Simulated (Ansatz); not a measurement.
Coupled-cluster run, C2H5BrGe, SMILES `[GeH3]/[CH]=C\Br`.

```yaml
crystal:
  periodic: [false, false, false]
  atoms:
    - {symbol: Ge, position_ang: [-1.268434, 0.413700, 0.010378]}
    - {symbol: C, position_ang: [0.285412, -0.739325, -0.183534]}
    - {symbol: C, position_ang: [1.541248, -0.380370, 0.018487]}
    - {symbol: Br, position_ang: [2.057115, 1.356746, 0.543368]}
    - {symbol: H, position_ang: [-2.513770, -0.421618, -0.326371]}
    - {symbol: H, position_ang: [-1.369310, 0.929356, 1.452760]}
    - {symbol: H, position_ang: [-1.170012, 1.603168, -0.954995]}
    - {symbol: H, position_ang: [0.129067, -1.773045, -0.483482]}
    - {symbol: H, position_ang: [2.397085, -1.034713, -0.093711]}
basis:
  gaussian: {orbitals: def2-TZVPP}
correlation: {method: ccsd_t}
```

```sh
$ ansatz run in.yaml --threads 4 --pin off --events-out ev --progress --plain --max-ram 10444MiB
```

The program prints (abridged):

```
Functional definition: HF
  name "HF"
  cite "Fock, Z. Phys. 61, 126 (1930) doi:10.1007/BF01340294"
  parent pbe
  exchange = exact_x
  correlation = 0
1412 factors; integrals over basis functions are off by at most 1.1e-3 eV
mean field evaluation 1: about -128610.1037 eV, gradient 2.6e1 eV
mean field evaluation 2: about -128610.3083 eV, gradient 2.6e1 eV
mean field evaluation 4: about -128612.4546 eV, gradient 3.7e0 eV
mean field evaluation 8: about -128612.5073 eV, gradient 2.5e-1 eV
mean field -128612.50792101 eV, -4726.4224894082 hartree, gradient 5.5e-6 eV, S^2 0.000000; 0 other end points of the search recorded, 0 dependent functions left out
20 core orbitals not correlated: weight in the atoms' cores, before any rotation towards them, 1.000 or more for the frozen orbitals, at most 0.000 for the correlated occupied ones
reference -128612.50792101 eV, -4726.4224894082 hartree; 22, 22 occupied and 186, 186 virtual orbitals, 1412 factors
second order -23.53786240 eV of doubles, -0.00000000 eV of singles
cycle   1  -23.50287914 eV  change    3.5e-2 eV  update   1.1e-1
cycle   2  -24.21193189 eV  change   -7.1e-1 eV  update   3.3e-2
cycle   3  -24.31560799 eV  change   -1.0e-1 eV  update   1.6e-2
cycle   4  -24.30307427 eV  change    1.3e-2 eV  update   4.0e-3
cycle   5  -24.30438112 eV  change   -1.3e-3 eV  update   1.7e-3
cycle   6  -24.30487115 eV  change   -4.9e-4 eV  update   3.9e-4
cycle   7  -24.30473867 eV  change    1.3e-4 eV  update   1.6e-4
cycle   8  -24.30474205 eV  change   -3.4e-6 eV  update   5.3e-5
perturbative correction -0.99895210 eV, -0.0367108126 hartree
Total energy: -128637.81161516 eV, -4727.3523830168 hartree
```

Run time 3.1 min (4 threads of an Arm Neoverse V2 on a shared host); peak host memory 4 GiB.

The correlation energy is -25.304 eV, 3.9 % of it from (T); the T1 diagnostic reads 0.0105.
